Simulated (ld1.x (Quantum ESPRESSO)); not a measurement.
What one change does to a pseudopotential (Ce (Z = 58), TM semilocal)

ld1.x (Quantum ESPRESSO) 7.5 input, shortened:

```
&input
   title='Ce', zed=58., rel=1, dft='PZ', iswitch=3,
   config='[Xe] 4f1 5d1 6s1.5 6p0'
 /
 &inputp
   pseudotype=1, tm=.true., lloc=0,
   nlcc=.true., new_core_ps=.true., rcore=1.70
 /
4
5P  2  1   6.00   0.00  2.80  2.80  0.0
5D  3  2   1.00   0.00  2.40  2.40  0.0
4F  4  3   1.00   0.00  1.65  1.65  0.0
6S  1  0   1.50   0.00  3.20  3.20  0.0
 &test
   configts(1)='4f1 5p6 5d1 6s1.5 6p0'
 /
```

All-electron outer shells of the reference configuration (LDA (PZ), scalar-relativistic, ld1.x):

```tsv
shell	level (eV)	outermost node (bohr)	outermost maximum (bohr)
4d	-113.30	0.31	0.66
5s	-43.58	0.75	1.37
5p	-26.15	0.81	1.53
4f	-8.47	–	0.71
6s	-6.25	1.81	3.59
5d	-5.86	0.92	2.18
6p	-3.44	2.14	4.60
```

Change: all radii but the core radius scaled by about 0.78 (s 2.50, p 2.18, d 1.88, f 1.28 bohr).

Cutoffs: the cutoffs (Ry, on a coarse ladder) from which the occupation-weighted sum of valence levels, in a spherical-Bessel basis at the reference potential, stays within 10 and 1 mRy of its value at 400 Ry; they do not see the model core or the augmentation charge, which bear on the density cutoff. Errors are all-electron minus pseudo energies relative to the spin-unpolarised reference configuration.

**Question.** How do hardness, ghosts and transferability respond?

**Answer.** The potential gets harder (120 Ry and 140 Ry → 180 Ry and 230 Ry); a bound ghost appears in s, which as a rule spoils a file; the f channel binds one level more than in the base; the number of tests that count goes from 9 to 8; of the 8 tests that both files solve, the error grows in 6 and shrinks in 2 by more than 15 % and 0.3 meV (median size 57.8 → 53.0 meV). A smaller radius makes the pseudo-wave follow the all-electron one further in, where it bends more sharply, so more plane waves are needed. A semilocal file is local in each channel, so a ghost entry of none says nothing of the separable form that plane-wave codes build from it.

```csv
quantity,base,changed
"cutoff, loose",120 Ry,180 Ry
"cutoff, tight",140 Ry,230 Ry
loose cutoff by channel (10 mRy a level),"p 10 Ry, d 10 Ry, f 120 Ry, s 6 Ry","p 18 Ry, d 10 Ry, f 180 Ry, s 10 Ry"
bound ghosts,none,s (extra level of the local part)
"tests counted (converged, no solver errors)",9 of 9,8 of 9
"error for 4f1 5p6 5d1 6s2 6p0, meV [ΔE -2.53 eV]",+1.0,+5.0
"error for 4f1 5p6 5d1 6s1 6p0, meV [ΔE 3.74 eV]",-0.3,+5.3
"error for 4f1 5p6 5d1 6s0 6p0, meV [ΔE 15.09 eV]",-6.2,-18
"error for 4f2 5p6 5d0 6s2 6p0, meV [ΔE -2.91 eV]",-10,+116
"error for 4f2 5p6 5d0 6s1 6p0, meV [ΔE 2.91 eV]",-105,-21
"error for 4f2 5p6 5d1 6s0 6p0, meV [ΔE 3.75 eV]",-217,-85
"error for 4f1 5p6 5d1 6s1.5 6p0 (spin-polarised), meV [ΔE -0.44 eV]",+207,+250
"error for 4f1 5p6 5d1 6s2 6p0 (spin-polarised), meV [ΔE -2.84 eV]",+208,+247
```

Base: These tests converged, but a pseudo level misses the all-electron one widely, so the file describes the atom poorly there or has found another state: 4f1 5p6 5d1 6s1 6p0: empty 6p by 3.9 eV; 4f1 5p6 5d1 6s0 6p0: empty 6p by 7.1 eV; 4f0 5p6 5d1 6s2 6p0: empty 6p by 4.4 eV. Changed file: Tests not counted: 4f0 5p6 5d1 6s2 6p0 (solver errors, printed error -12.1 eV). These tests converged, but a pseudo level misses the all-electron one widely, so the file describes the atom poorly there or has found another state: 4f1 5p6 5d1 6s0 6p0: empty 6p by 7.1 eV. A true bound ghost makes a file unfit for plane-wave use even where its test errors are small: the radial tests pick states by their node count and pass the ghost by. Where a test does run into it, the solver fails or the error is huge.
